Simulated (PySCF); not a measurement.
C₆H₁₂O.
SMILES with atom numbers: `[OH:1][CH:2]1[CH2:3][CH2:4][CH2:5][CH2:6][CH2:7]1` (hydrogens: H8 on O1; H9 on C2; H10, H11 on C3; H12, H13 on C4; H14, H15 on C5; H16, H17 on C6; H18, H19 on C7)

The same species was optimised twice, with GFN2-xTB and with PBE0-D3(BJ)/def2-SVP (PySCF), and the same property calculations (PySCF, gas phase) were run on both structures.

```tsv
coordinate	GFN2-xTB	PBE0-D3(BJ)/def2-SVP	change
C2–C7 (Å)	1.532	1.525	-0.007
C2–C3 (Å)	1.532	1.526	-0.006
O1–C2 (Å)	1.412	1.406	-0.006
C4–C5 (Å)	1.526	1.525	-0.001
C5–C6 (Å)	1.526	1.526	0.000
C6–C7 (Å)	1.525	1.525	0.000
C3–C4 (Å)	1.525	1.525	0.000
C2–C7–C6 (°)	110.7	112.0	+1.3
C2–C3–C4 (°)	110.7	111.9	+1.2
C3–C2–C7 (°)	109.8	110.7	+0.9
C3–C4–C5 (°)	110.6	111.4	+0.8
C4–C5–C6 (°)	110.4	111.2	+0.8
C5–C6–C7 (°)	110.5	111.4	+0.9
O1–C2–C7 (°)	111.9	112.2	+0.3
O1–C2–C3 (°)	111.9	112.2	+0.3
```

Rotational constants: A = 4331, B = 2241, C = 1632 MHz (GFN2-xTB) against A = 4313, B = 2232, C = 1620 MHz (PBE0-D3(BJ)/def2-SVP). Point groups within 0.08 Å: Cs and Cs.

On the GFN2-xTB structure: HOMO (eV) -7.44 [PBE0/pcSseg-1]; LUMO (eV) 1.42 [PBE0/pcSseg-1]; dipole (D) 1.73 [PBE0/pcSseg-1]; GIAO shielding of O1 (ppm) 258.1 [PBE0/pcSseg-1]; GIAO shielding of C2 (ppm) 111.8 [PBE0/pcSseg-1]; GIAO shielding of C3/C7 (mean) (ppm) 145.0 [PBE0/pcSseg-1]; GIAO shielding of C4/C6 (mean) (ppm) 157.6 [PBE0/pcSseg-1]; GIAO shielding of C5 (ppm) 157.0 [PBE0/pcSseg-1].

Task: What do these properties become on the PBE0-D3(BJ)/def2-SVP structure?

Result: 
```csv
property,level,on GFN2-xTB,on PBE0-D3(BJ)/def2-SVP,change
HOMO (eV),PBE0/pcSseg-1,-7.44,-7.52,-0.08
LUMO (eV),PBE0/pcSseg-1,1.42,1.39,-0.03
dipole (D),PBE0/pcSseg-1,1.73,1.73,0.00
"energy, GFN2-xTB geometry as zero (kcal/mol)",PBE0/pcSseg-1,0.0,-0.6,-0.6
GIAO shielding of O1 (ppm),PBE0/pcSseg-1,258.1,258.6,+0.5
GIAO shielding of C2 (ppm),PBE0/pcSseg-1,111.8,113.2,+1.4
GIAO shielding of C3/C7 (mean) (ppm),PBE0/pcSseg-1,145.0,144.1,-0.9
GIAO shielding of C4/C6 (mean) (ppm),PBE0/pcSseg-1,157.6,156.8,-0.8
GIAO shielding of C5 (ppm),PBE0/pcSseg-1,157.0,156.4,-0.6
```

The heavy atoms differ by 0.016 Å rms after alignment. Among bonds between heavy atoms O1–C2, C2–C3 and C2–C7 change most and about equally (-0.007 to -0.006 Å). Changes are differences of the printed values. Neither structure is proved a minimum here.
